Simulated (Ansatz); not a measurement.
Born–Oppenheimer molecular dynamics of GeH6O2 (9 atoms, charge 0, multiplicity 1). It starts at the highest image of a converged band. Of that band: Neighbouring images differ by up to 1.6 eV, so the band resolves the path poorly. A vibrational analysis at the climbing image gives one clearly imaginary mode, 1308i cm⁻¹: a first-order saddle point.

These are results of RKS B3LYP/def2-SVP in Ansatz, not measurements.

```yaml
ensemble: NVE (velocity Verlet)
time_step: 0.5 fs
steps_asked: 200
starting_velocities_drawn_for: 300 K
seed: 9915
```

Frames 5 fs apart, positions in Å, forces in eV/Å.

Velocities at 15 fs (Å/ps):

```
Ge -0.54 0.17 -0.13
H -0.58 4.15 -17.28
H 18.44 -4.35 -12.60
O 0.20 -0.98 2.36
H 7.41 8.46 -10.79
H 7.17 -21.45 -10.68
O 0.55 0.46 0.88
H 5.35 4.12 -1.95
H -10.52 5.51 11.02
```

```xyz
9
Properties=species:S:1:pos:R:3:forces:R:3 time_fs=15 energy_less_start_eV=0.160 T=125
Ge 0.152 0.345 -0.223 -1.26 0.72 0.16
H -0.740 0.534 1.531 -0.33 -0.03 -0.33
H 1.148 0.758 -1.309 0.25 -0.03 -0.12
O -1.346 1.107 -0.973 2.29 -0.87 -1.03
H -1.944 1.270 -0.278 -1.50 0.28 1.52
H 0.244 -1.132 0.145 -0.06 -0.37 -0.26
O 1.175 1.282 1.253 1.22 0.41 -0.20
H 2.093 1.081 1.547 -0.50 0.05 -0.10
H 0.264 0.974 1.771 -0.12 -0.16 0.37
9
Properties=species:S:1:pos:R:3:forces:R:3 time_fs=20 energy_less_start_eV=0.169 T=115
Ge 0.148 0.346 -0.223 -0.25 -0.22 -0.07
H -0.772 0.553 1.422 0.02 -0.02 0.09
H 1.228 0.722 -1.346 -0.52 -0.14 0.59
O -1.333 1.098 -0.964 -0.71 0.24 1.39
H -2.002 1.322 -0.237 1.35 -0.62 -1.40
H 0.267 -1.224 0.055 -0.17 0.73 -0.25
O 1.183 1.287 1.256 -0.80 0.20 0.09
H 2.086 1.104 1.533 0.51 -0.14 0.24
H 0.227 0.987 1.822 0.58 -0.02 -0.67
9
Properties=species:S:1:pos:R:3:forces:R:3 time_fs=25 energy_less_start_eV=0.032 T=265
Ge 0.143 0.347 -0.224 -1.34 -0.29 0.24
H -0.805 0.561 1.318 0.26 -0.26 -0.12
H 1.215 0.666 -1.272 0.20 0.38 -0.11
O -1.317 1.087 -0.949 1.46 -0.30 -2.18
H -1.954 1.297 -0.303 -1.30 0.25 1.47
H 0.252 -1.187 -0.089 -0.11 -0.18 0.10
O 1.186 1.294 1.262 1.01 0.35 -0.01
H 2.108 1.109 1.553 -0.63 0.00 0.16
H 0.319 0.995 1.759 0.46 0.04 0.45
9
Properties=species:S:1:pos:R:3:forces:R:3 time_fs=30 energy_less_start_eV=-0.137 T=451
Ge 0.133 0.347 -0.224 -1.34 -0.81 0.19
H -0.779 0.511 1.197 0.25 -0.37 0.18
H 1.240 0.694 -1.212 0.34 0.50 -0.18
O -1.296 1.078 -0.952 -1.51 0.86 -0.65
H -1.978 1.256 -0.260 0.86 -0.37 -0.81
H 0.212 -1.182 -0.216 0.04 -0.53 0.11
O 1.203 1.309 1.266 0.82 0.69 0.35
H 2.068 1.100 1.629 0.54 -0.10 0.23
H 0.454 0.988 1.819 -0.01 0.13 0.58
9
Properties=species:S:1:pos:R:3:forces:R:3 time_fs=35 energy_less_start_eV=-0.287 T=617
Ge 0.119 0.344 -0.224 0.27 -1.97 -1.03
H -0.702 0.379 1.123 -0.09 -0.18 0.72
H 1.320 0.825 -1.175 -0.62 -0.07 0.58
O -1.287 1.079 -0.973 -1.15 0.80 -1.09
H -1.944 1.159 -0.265 0.03 -0.03 -0.35
H 0.181 -1.269 -0.321 0.18 0.63 -0.07
O 1.236 1.332 1.279 1.25 -0.07 2.57
H 2.083 1.090 1.719 0.13 0.35 -0.78
H 0.602 1.026 1.975 -0.01 0.53 -0.55
9
Properties=species:S:1:pos:R:3:forces:R:3 time_fs=40 energy_less_start_eV=-0.653 T=1021
Ge 0.106 0.335 -0.226 -0.20 -1.57 -0.31
H -0.634 0.207 1.193 0.07 0.16 -0.03
H 1.283 0.951 -1.028 -0.11 -0.05 0.06
O -1.292 1.090 -1.012 -0.10 0.40 -0.95
H -1.940 1.071 -0.316 -0.91 0.11 0.28
H 0.192 -1.237 -0.441 0.20 0.30 -0.17
O 1.287 1.357 1.322 0.54 0.21 2.10
H 2.173 1.142 1.664 0.18 0.17 -0.35
H 0.702 1.157 2.094 0.32 0.26 -0.65
9
Properties=species:S:1:pos:R:3:forces:R:3 time_fs=45 energy_less_start_eV=-0.796 T=1181
Ge 0.092 0.321 -0.230 -1.15 -0.50 0.42
H -0.549 0.071 1.259 0.20 0.35 -0.74
H 1.225 1.075 -0.868 0.45 0.21 -0.41
O -1.304 1.107 -1.059 -1.52 -0.25 1.36
H -2.055 0.997 -0.397 1.06 0.29 -1.42
H 0.250 -1.151 -0.602 0.16 -0.59 -0.29
O 1.351 1.388 1.389 1.05 0.65 -0.72
H 2.296 1.236 1.543 -0.17 0.08 0.50
H 0.804 1.312 2.158 -0.07 -0.23 1.31
9
Properties=species:S:1:pos:R:3:forces:R:3 time_fs=50 energy_less_start_eV=-1.009 T=1417
Ge 0.074 0.305 -0.233 -0.08 0.03 -1.81
H -0.431 0.009 1.182 -0.24 0.08 0.24
H 1.234 1.221 -0.783 -0.52 -0.55 0.06
O -1.327 1.123 -1.097 2.15 -0.05 -0.59
H -2.117 0.970 -0.630 -1.85 -0.35 0.95
H 0.341 -1.156 -0.820 -0.09 0.42 0.14
O 1.425 1.425 1.458 -0.33 0.37 2.09
H 2.397 1.355 1.515 -0.45 0.14 0.47
H 0.990 1.447 2.373 1.42 -0.09 -1.55
9
Properties=species:S:1:pos:R:3:forces:R:3 time_fs=55 energy_less_start_eV=-1.101 T=1519
Ge 0.056 0.289 -0.241 -0.63 0.03 -2.57
H -0.363 -0.034 1.159 -0.30 -0.12 0.65
H 1.151 1.262 -0.697 -0.06 -0.14 0.02
O -1.339 1.134 -1.133 -1.32 -0.81 1.04
H -2.283 0.919 -0.835 2.07 0.23 -0.47
H 0.413 -1.086 -1.007 -0.28 0.48 0.49
O 1.499 1.470 1.543 0.67 0.18 -0.31
H 2.455 1.496 1.581 0.84 0.03 -0.70
H 1.349 1.557 2.465 -0.99 0.13 1.84
9
Properties=species:S:1:pos:R:3:forces:R:3 time_fs=60 energy_less_start_eV=-1.156 T=1579
Ge 0.036 0.273 -0.257 -1.96 0.54 -0.37
H -0.357 -0.094 1.242 0.11 0.16 -0.90
H 1.065 1.284 -0.606 0.64 0.57 0.00
O -1.352 1.138 -1.157 2.13 0.05 0.42
H -2.245 0.858 -1.072 -1.25 -0.73 0.35
H 0.428 -0.932 -1.096 -0.02 -0.79 -0.04
O 1.585 1.519 1.644 2.17 0.75 2.67
H 2.570 1.646 1.512 -1.37 -0.19 -0.31
H 1.587 1.665 2.650 -0.45 -0.36 -1.83
9
Properties=species:S:1:pos:R:3:forces:R:3 time_fs=65 energy_less_start_eV=-1.356 T=1800
Ge 0.010 0.259 -0.276 -0.21 1.53 -1.48
H -0.338 -0.126 1.165 -0.13 -0.06 0.01
H 1.084 1.390 -0.508 -0.46 -0.66 0.17
O -1.351 1.136 -1.175 -0.50 -0.80 0.46
H -2.244 0.716 -1.238 1.15 0.24 0.25
H 0.431 -0.925 -1.175 -0.03 -0.33 0.19
O 1.693 1.575 1.767 -1.24 -0.69 -1.35
H 2.527 1.770 1.360 0.90 0.33 0.02
H 1.722 1.735 2.686 0.52 0.44 1.73
9
Properties=species:S:1:pos:R:3:forces:R:3 time_fs=70 energy_less_start_eV=-1.438 T=1889
Ge -0.017 0.250 -0.299 0.42 0.52 -1.84
H -0.351 -0.175 1.092 -0.37 -0.26 0.73
H 1.030 1.377 -0.378 -0.01 -0.31 -0.02
O -1.349 1.128 -1.184 -0.36 -0.79 0.27
H -2.114 0.548 -1.372 0.42 0.36 0.13
H 0.423 -0.993 -1.208 -0.19 0.47 0.53
O 1.796 1.627 1.885 0.32 0.11 0.13
H 2.521 1.933 1.281 -0.67 -0.13 1.39
H 1.951 1.855 2.833 0.44 0.04 -1.30
```

Of the whole run (100 fs, mean temperature of the second half 1780 K): The conserved energy stayed within 0.31 meV per atom of its start (net change 0.15 meV per atom), so the integration is sound. The kinetic energy rose, since the run started high on the potential surface and went downhill. It ends in pieces (GeH4O + H2O), so much of that is their flight and rotation, not heat. A run of 0.1 ps of so small a system gives no equilibrium averages. The orbitals stay closed-shell, which can raise the energy where a bond breaks towards radicals; this wasn't checked here.

Time of the run: 5.1 min on 2 threads of Arm Neoverse V2, on a shared host, peak memory 0.18 GiB.
